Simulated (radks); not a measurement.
Values are calculated unless marked as measured or tabulated.
How relativity changes the ionisation of the silicon ion Si3+ ([Ne] 3s1) to Si4+ ([Ne]). Spin-unpolarised spherical Kohn-Sham, PBE, point nucleus unless stated (finite: rms radius 3.1224 fm), a radial shooting solver on a logarithmic mesh with Libxc functionals. A level marked "c x" has the speed of light scaled by that factor.

level,E(Si3+) (hartree),E(Si4+) (hartree),IE (eV),HOMO,<r> HOMO (bohr)
non-rel.,-287.08386,-285.42809,45.056,3s,1.850
scalar-rel.,-287.71625,-286.05692,45.153,3s,1.846
"scalar-rel., finite nucleus",-287.71605,-286.05673,45.153,3s,1.846
Dirac,-287.71662,-286.05729,45.152,3s1/2,1.846
"Dirac, finite nucleus",-287.71642,-286.05710,45.152,3s1/2,1.846
"Dirac, c x 0.75",-288.21332,-286.55120,45.228,3s1/2,1.843
"Dirac, c x 1.5",-287.36428,-285.70694,45.099,3s1/2,1.848
"Dirac, c x 100",-287.08393,-285.42815,45.056,3s1/2,1.850

NIST Atomic Spectra Database: 45.142 eV (measured). The relativistic part of the total energy of Si3+ is -0.6326 hartree (Dirac, finite nucleus), 0.22 % of the non-relativistic value. Spin polarisation and multiplet splitting of open shells are left out at every level.

Beside tabulated values, note that spin-unpolarised runs miss the spin-polarisation part of the exchange energy of open shells.
